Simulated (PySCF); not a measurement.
PmH3 (valence singlet (4f shell in the core)). Method: PySCF, PBE0, basis Pm lcecp-1-TZVP with ECP50, H def2-TZVP (scalar-relativistic core potentials, no spin–orbit coupling, density fitting).

Harmonic bands of its minimum:

| ω (cm⁻¹) | IR (km/mol, summed over degenerate members) | degeneracy |
| --- | --- | --- |
| 311 | 510 | 1 |
| 531 | 203 | 2 |
| 1401 | 1857 | 2 |
| 1469 | 102 | 1 |

Task: The central atom is Pm. Infer the point group and assign the bands.

Result: C3v. The modes span 2a1 + 2e: 311 a1, 531 e, 1401 e, 1469 a1. The computed geometry has Pm–H 2.048 Å (×3); H–Pm–H 111.2° (×3).

Only a few start shapes were tried, so a lower isomer may exist. The 4f shell sits in the core potential, so its spin is not counted.
